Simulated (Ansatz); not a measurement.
B₂F₂H₄S₂, SMILES `F[B@H-]1[SH+][B@@H-](F)[SH+]1`. The species carries charge 0 and has multiplicity 1. Geometry: relaxed with PBE0-D4/def2-TZVP.

```xyz
10

F     1.538   -1.932    0.634
B     1.046   -0.687    0.460
S     0.440   -0.399   -1.432
B    -1.153    0.418   -0.523
F    -2.307   -0.001   -1.085
S    -0.806   -0.521    1.217
H     1.704    0.250    0.813
H     1.122    0.725   -1.695
H    -0.971    1.593   -0.383
H    -0.612    0.555    1.994
```

Problem. What is the dipole moment at B3LYP/def2-TZVPP? (Best estimate.)

Solution. Ansatz gave: 2.37 D, with components (0.86, 2.15, 0.50) D in this frame, pointing from negative to positive charge.

Problem. And with PBE, r2SCAN, ωB97M-V? (Estimate.)

Solution. Ansatz gave: PBE 2.23 D, r2SCAN 2.36 D, ωB97M-V 2.33 D.

Problem. Give the Mulliken charges with B3LYP, PBE, r2SCAN in def2-TZVPP. (An estimate is asked.)

Solution. Computed: 
```csv
atom,B3LYP,PBE,r2SCAN
F1,-0.27,-0.23,-0.29
B2,0.19,0.12,0.21
S3,-0.05,-0.02,-0.02
B4,0.19,0.12,0.21
F5,-0.27,-0.23,-0.29
S6,-0.05,-0.02,-0.02
H7,0.01,0.00,-0.02
H8,0.13,0.14,0.12
H9,0.01,0.00,-0.02
H10,0.13,0.14,0.12
```

B3LYP here is the variant with VWN-RPA as its local correlation; programs differ in this.
